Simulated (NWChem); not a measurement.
System: C5H3Cl; SMILES C#CC(Cl)=C=C

```xyz
9

C      1.6498     2.0834     0.0000
C      0.9153     1.1222     0.0000
C      0.0482     0.0009     0.0000
Cl    -1.6990     0.3637     0.0000
C      0.4433    -1.2518     0.0000
C      0.8492    -2.4909     0.0000
H      2.3003     2.9282     0.0000
H      1.0265    -3.0332     0.9280
H      1.0265    -3.0332    -0.9280
```
Atoms are numbered in this order, from 1.

Computed with NWChem. Geometry optimised at B3LYP/6-31G*; all other runs use it. Pople sets run with spherical d functions.

```csv
quantity,level,value
cavity-dispersion-structure term (kcal/mol) in water,"B3LYP/6-31G*, SMD",5.1
"vertical, lowest excitation, singlet (eV)","CAM-B3LYP/def2-SVPD, TDA",4.37
"anisotropy (bohr³), static",CAM-B3LYP/def2-SVPD,[?]
"vertical ionisation energy, ΔSCF (eV)",CAM-B3LYP/def2-SVP,[?]
dipole (D),B3LYP/6-31G*,[?]
highest harmonic frequency (cm⁻¹),B3LYP/6-31G*,3496
```

Complete the blanks.


- anisotropy (bohr³), static, value: 58.7
- vertical ionisation energy, ΔSCF (eV), value: 9.09
- dipole (D), value: 2.05
